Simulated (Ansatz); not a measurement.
Consider the formal hydrolysis of a Ga–Cl bond: `[CH3][Ga]([NH2])[Cl]` + H₂O → `[CH3][Ga]([NH2])[OH]` + HCl.

Program: Ansatz. Geometries: PBE0-D4/def2-TZVP. ΔE: electronic, gas phase. CBS: MP2 limit from def2 TZ/QZ plus the TZ coupled-cluster correction, frozen cores. This one scheme is used for every species. DFT in def2-TZVPP. For Ga outer-core shells are correlated without core-valence functions, which leaves a few kJ/mol of doubt a bond. Scalar relativity is left out up to krypton. Each species was taken in one conformer, which may not be the lowest.

```
             level  ΔE (kJ/mol)
RPA@PBE/def2-TZVPP         61.6
SCS-MP2/def2-TZVPP         66.5
```

**Question.** What does CCSD(T)/CBS give? (Best estimate.)

**Answer.** Ansatz gave: +71.1 kJ/mol. The listed levels differ from it by -9.5, -4.6 kJ/mol.

Largest T1 diagnostic among the species: 0.013.

Leaving LDA and LC-ωPBE aside and taking each functional with its dispersion term where it has one, the values, not all of them listed here, spread over 10.6 kJ/mol, from BLYP-D4 to BHLYP-D4. LDA lies −3.1 kJ/mol from PBE without D4. From BLYP to BHLYP (50 % exact exchange), in def2-TZVPP and without D4, ΔE moves by +10.0 kJ/mol.
